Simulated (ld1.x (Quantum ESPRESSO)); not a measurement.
How hard is this silicon (Si) TM semilocal potential?

| Item | Value |
| --- | --- |
| Element | Si |
| Generator | ld1.x (Quantum ESPRESSO) 7.5 |
| Type | norm-conserving Troullier–Martins (semilocal form) |
| Functional | PBE |
| Relativity | scalar-relativistic |
| Frozen core | [Ne] |
| Valence charge | 4 |
| Reference configuration | 3s2 3p2 |
| Partial waves | 3s (bound): rc 1.85 bohr; 3d channel at 0.1 Ry: rc 2.05 bohr; 3p (bound): rc 2.40 bohr |
| Local potential | the p channel |
| Core correction | Bessel-smoothed model core, default radius (core density twice the valence density) |

The pseudo-atom Hamiltonian at the reference potential is diagonalised in spherical Bessel functions j_l(qr) that vanish at 20 bohr, with q² up to the cutoff. All-electron valence levels (Ry): 3s -0.7947, 3p -0.3000.

Q: How do the lowest levels (Ry) of each channel move with the cutoff, and are there ghosts?

A:

```tsv
cutoff (Ry)	s #1	s #2	d #1	d #2	p #1	Σ f·Δε (mRy)
8	-0.7662	-0.0252	0.0550	0.1329	-0.2996	57.8
10	-0.7815	-0.0264	0.0549	0.1324	-0.2996	27.2
12	-0.7889	-0.0271	0.0548	0.1320	-0.2997	12.3
15	-0.7913	-0.0273	0.0548	0.1317	-0.2999	7.0
18	-0.7917	-0.0274	0.0547	0.1314	-0.2999	6.1
21	-0.7919	-0.0274	0.0546	0.1312	-0.3000	5.7
25	-0.7925	-0.0274	0.0546	0.1311	-0.3000	4.6
30	-0.7936	-0.0275	0.0546	0.1311	-0.3000	2.3
35	-0.7943	-0.0275	0.0546	0.1311	-0.3000	0.8
40	-0.7946	-0.0276	0.0546	0.1311	-0.3000	0.3
45	-0.7946	-0.0276	0.0546	0.1311	-0.3000	0.2
400	-0.7947	-0.0276	0.0546	0.1311	-0.3000	0.0
```

Result: no extra level below or beside the all-electron valence levels (s, d, p tested); the semilocal form is local in each channel, so this says nothing of the separable form that plane-wave codes build from it; 10 mRy is reached at 15 Ry and 1 mRy at 35 Ry.
